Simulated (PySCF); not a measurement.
Ligand exchange on a metal centre used in film growth or etching (Ta OH-NH2). All species are isolated molecules in the gas phase. One relaxed conformer stands for each flexible species; it need not be the lowest.

Level of theory: TPSSh-D3(BJ)/def2-TZVP // BP86-D3(BJ)/def2-SVP (PySCF). 

| species | HOMO–LUMO gap (eV) | LUMO (eV) | mean distance from the central atom to its bonded neighbours (Å) | coordination number |
|---|---|---|---|---|
| 0 of 5 OH replaced by NH2 | 6.25 | -1.40 | 1.940 | 5 |
| 2 of 5 OH replaced by NH2 ([Ta(OH)3(NH2)2]) | 4.98 | -1.11 | 1.970 | 5 |
| 3 of 5 OH replaced by NH2 ([Ta(OH)2(NH2)3]) | 5.17 | -0.82 | 1.989 | 5 |
| 4 of 5 OH replaced by NH2 | 4.73 | -0.99 | 2.007 | 5 |
